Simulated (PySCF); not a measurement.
A structure optimised at PBE0-D3(BJ)/def2-SVP, used in a PySCF frequency run:

```
C
N 1 1.4323
H 2 1.0154 1 111.42
H 2 1.0188 3 107.49 1 121.00
C 1 1.4837 2 114.45 3 -164.01
C 5 1.3340 1 124.76 2 5.30
H 6 1.0924 5 121.26 1 -179.49
H 6 1.0930 7 118.39 5 178.97
H 5 1.0964 6 119.95 7 -0.08
C 1 1.5052 2 117.77 3 -20.30
H 10 1.0930 1 118.03 2 -139.64
H 10 1.0944 11 113.81 1 -142.86
C 10 1.4974 11 118.90 12 -146.79
H 13 1.0936 10 117.86 11 146.27
H 13 1.0939 14 114.53 10 146.95
```
Charge 0, spin multiplicity 1.

Question: Write its SMILES and formula.

Answer: C=CC1(N)CC1, C5H9N

Question: What are its rotational constants (standard atomic weights)?

Answer: 6.1903, 2.9415, 2.3902 GHz
